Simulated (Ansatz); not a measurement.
Mulliken charges of CH₆BNSn, SMILES `[CH3][SnH]1[BH][NH]1` from B3LYP/def2-TZVPP in Ansatz (PBE0-D4/def2-TZVP geometry).

```tsv
atom	x (Å)	y (Å)	z (Å)	charge (e)
C1	-0.527	1.751	0.016	-0.577
Sn2	-0.793	-0.354	-0.327	0.622
B3	0.920	-1.723	-0.772	-0.137
N4	0.972	-1.314	0.500	-0.288
H5	-0.563	1.959	1.086	0.121
H6	-1.323	2.309	-0.480	0.113
H7	0.434	2.068	-0.388	0.122
H8	-2.086	-0.862	0.692	-0.151
H9	1.455	-2.389	-1.598	0.034
H10	1.594	-1.496	1.273	0.142
```

By hand: the dipole of these point charges (1 e Å = 4.8032 D).

Σ q r = (-0.169, -0.029, -0.199) e Å, of length 0.263 e Å = 1.26 D.

How does the dipole of the full density compare? (Estimate.)

The calculation gave: (0.088, 0.114, 0.052) e Å, 0.74 D; the point charges give 1.70 times that, at 135° from its direction, so they point the opposite way.

Point charges leave out the atoms' own dipoles, such as those of lone pairs, and Mulliken's split depends on the basis, so the two needn't agree.

B3LYP here is the variant with VWN-RPA as its local correlation; programs differ in this.
